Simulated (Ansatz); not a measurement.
`BOBF` + H₂ → `BF` + `BO` at 400 K and 1 bar (hydrogenolysis of a B–O bond).

Calculated with Ansatz (gas phase, PBE0-D4/def2-TZVP geometries, no zero-point term in ΔE). CCSD(T)/CBS is the MP2 limit (def2-TZVPP, def2-QZVPP) plus CCSD(T) − MP2 in def2-TZVPP, frozen cores. This one scheme is used for every species. Each species was taken in one conformer, which may not be the lowest.

| species | CCSD(T)/CBS energy (Eh) | H − E (kJ/mol) | S (J/(mol·K)) |
| --- | --- | --- | --- |
| `BOBF` | -226.48924 | 132.3 | 312.6 |
| H₂ | -1.17544 | 38.0 | 139.0 |
| `BF` | -125.82039 | 73.4 | 234.2 |
| `BO` | -101.80414 | 108.2 | 244.0 |

H − E and S are ideal-gas, rigid-rotor, harmonic terms from PBE0-D4/def2-TZVP, for one conformer and one mirror image of each species. The MP2-based limit puts H₂ 0.8 mEh under its directly extrapolated value; such offsets cancel only in part. 1 Eh = 2625.50 kJ/mol, R = 8.31446 J/(mol·K).

**Question.** By hand: ΔE, ΔH, ΔS and ΔG.

**Answer.** ΔE = (-125.82039) + (-101.80414) − (-226.48924) − (-1.17544) = 0.04015 Eh = 105.4 kJ/mol. Δ(H − E) = 73.4 + 108.2 − 132.3 − 38.0 = 11.3, so ΔH = 116.7 kJ/mol. ΔS = 234.2 + 244.0 − 312.6 − 139.0 = 26.6 J/(mol·K). ΔG = 116.7 − 400 × (26.6)/1000 = 106.1 kJ/mol.

**Question.** By hand: the equilibrium constant, and the temperature at which ΔG would vanish if ΔH and ΔS stayed fixed.

**Answer.** log₁₀ K = −ΔG/(RT ln 10) = -13.9. ΔG = 0 at ΔH/ΔS = 4387 K, far beyond where these terms or the molecules hold.

ΔH outweighs TΔS. A doubt of 5 kJ/mol in ΔE shifts log₁₀ K by 0.7 here. Other conformers and mirror images would add mixing entropy, several J/(mol·K) or more a flexible species. These are equilibria of isolated gas molecules and say nothing of rates. Largest T1 diagnostic: 0.014 (customary marks: 0.02 for closed shells, 0.045 for open ones).
